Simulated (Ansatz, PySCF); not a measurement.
BF2, SMILES F[B-]F (connectivity only; charge and spin as stated), charge -1, multiplicity 1. Atoms are numbered in the order given.

```xyz
3

B      0.0000     0.0000    -0.6593
F      0.0000     1.1017     0.1673
F      0.0000    -1.1017     0.1673
```
Charge -1, spin multiplicity 1.

Geometry: PBE0-D3(BJ)/def2-TZVPD.

Two levels are set side by side: PBE-D3(BJ)/def2-TZVPD (Ansatz, a program for electronic structure) and PBE0-D3(BJ)/def2-TZVPD (Ansatz). Each level has its own optimised geometry; the coordinates shown are those of the second. Frequencies come from the Hessian of PySCF at each geometry. Differences are taken from unrounded values.

```csv
quantity,PBE0-D3(BJ),PBE-D3(BJ),PBE-D3(BJ) minus PBE0-D3(BJ)
mean bond length (Å),1.377,1.392,0.015
bond B1–F2 (Å),1.377,1.392,0.015
bond B1–F3 (Å),1.377,1.392,0.015
highest harmonic wavenumber (cm⁻¹),1008,957,-51
mean harmonic wavenumber (cm⁻¹),839,794,-44
zero-point energy (kcal/mol),3.60,3.41,-0.19
```

Exact exchange shortens and stiffens bonds; PBE has none. Differences between two approximate levels are no errors against the true value.
